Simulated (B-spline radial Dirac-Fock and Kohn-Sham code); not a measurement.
Method: relaxed Dirac-Fock hole states (ΔSCF) with Breit and QED corrections and a finite nucleus. Computed with an atomic code on a B-spline grid. Correlation and solid-state effects are left out.

Question: An atom or ion in its tabulated ground configuration has these computed binding energies (the last is its least bound level). Which is it?

```tsv
level	binding energy (eV)
K	64528.6
L1	12101.5
L3	10469.0
M2	3467.3
M4	2841.1
N2	1466.1
N4,5	1233.4
```

Answer: Lu³¹⁺: Z = 71 with 40 electrons, [Kr] 4d4. The hydrogen-like estimate √(E/Ry) = 68.9 for the K level lies 2.1 below Z (screening lowers it, relativity raises it); the outermost level, at 1233.4 eV, fixes the charge.

Question: An atom or ion in its tabulated ground configuration has these computed binding energies (the last is its least bound level). Which is it?

```tsv
level	binding energy (eV)
2p1/2	15214.8
3p3/2	3087.1
4d3/2	454.5
5s	169.9
4f5/2	156.9
4f7/2	152.0
6p	13.22
```

Answer: Pb⁺: Z = 82 with 81 electrons, [Xe] 4f14 5d10 6s2 6p1.
